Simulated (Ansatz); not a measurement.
Computed with Ansatz on PBE0-D4/def2-TZVP structures; ΔE is electronic, products minus reactants. CCSD(T)/CBS is the MP2 limit (def2-TZVPP, def2-QZVPP) plus CCSD(T) − MP2 in def2-TZVPP, frozen cores. Functionals use def2-TZVPP. def2 core potentials past Kr. For In outer-core shells are correlated without core-valence functions, which leaves a few kJ/mol of doubt a bond.

Reaction (dimerisation): 2 `[Cl][InH][Cl]` → `[Cl][In@H-]1[Cl+][In@@H-]([Cl])[Cl+]1`

| level | ΔE (eV) |
| --- | --- |
| PBE0-D4 | -1.32 |
| ωB97M-V | -1.35 |
| PBE-QIDH | -1.33 |
| PBE0 | -1.16 |
| HF/def2-SVP | -1.21 |
| CCSD/def2-SVP | -1.53 |
| MP2/def2-TZVPP | -1.43 |
| MP2/def2-QZVPP | -1.51 |

What does CCSD(T)/CBS give? (An estimate is asked.)

Computed: -1.48 eV. The listed levels differ from it by 0.16, 0.13, 0.15, 0.32, 0.27, -0.05, 0.05, -0.03 eV.

Largest T1 diagnostic among the species: 0.013.

From PBE to PBE0 (25 % exact exchange), in def2-TZVPP and without D4, ΔE moves by −0.07 eV. At CCSD(T), def2-SVP lies −0.08 eV from the extrapolated value and def2-TZVPP +0.13 eV. Leaving LDA and LC-ωPBE aside and taking each functional with its dispersion term where it has one, the values, not all of them listed here, spread over 0.22 eV, from BHLYP-D4 to B2PLYP. LDA lies −0.43 eV from PBE without D4.
